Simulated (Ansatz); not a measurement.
AgF (SMILES [F][Ag]), singlet, at a GFN2-xTB geometry (such geometries of metal compounds can be far from the true shape) (core potentials on Ag); SC-NEVPT2/def2-SVP, CASSCF(4,5) (Ansatz, a quantum-chemistry and plane-wave program).

Ansatz was given this input:
Ansatz 0.2 input:
```yaml
crystal:
  periodic: [false, false, false]
  atoms:
    - {symbol: Ag, position_ang: [-0.00000000, -0.00000000, -0.31678493]}
    - {symbol: F, position_ang: [0.00000000, 0.00000000, 1.65432128]}
basis:
  gaussian:
    orbitals: def2-SVP
magnetization: {spin_polarized: false}
correlation: {method: sc_nevpt2, electrons: all, active_space: {window: {electrons: 4, orbitals: 5}}}
```

Task: Predict the main parts of the log of this Ansatz run.

Result: 
```
Functional definition: HF
456 factors; integrals over basis functions are off by at most 6.3e-4 eV
mean field evaluation 1: about -6675.9402 eV, gradient 3.6e1 eV
mean field evaluation 2: about -6675.9612 eV, gradient 3.6e1 eV
mean field evaluation 4: about -6678.3395 eV, gradient 2.1e0 eV
mean field evaluation 8: about -6678.3552 eV, gradient 6.1e-4 eV
mean field -6678.35519893 eV, -245.4250268088 hartree, gradient 4.4e-6 eV, S^2 0.000000; 0 other end points of the search recorded, 0 dependent functions left out
reference -6678.35519893 eV, -245.4250268088 hartree; 14, 14 occupied and 31, 31 virtual orbitals, 456 factors
state -6679.87818099 eV, -245.4809953675 hartree
state -6679.87818099 eV, -245.4809953675 hartree; corrected -6692.21465794 eV, -245.9343525334 hartree
Total energy: -6692.21465794 eV, -245.9343525334 hartree
```
